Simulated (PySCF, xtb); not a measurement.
CH6N, SMILES C[NH3+], charge +1.

GFN2-xTB (xtb) at its own geometry gives an orbital gap of 11.11 eV.

The structure is a stationary point at ωB97X-D3(BJ)/def2-TZVP.

**Question.** What does PBE/def2-TZVPD in PySCF give? (The exact figures need the calculation; the answer reports its results.)

**Answer.** gap 9.46 eV (levels -15.80 and -6.35 eV).
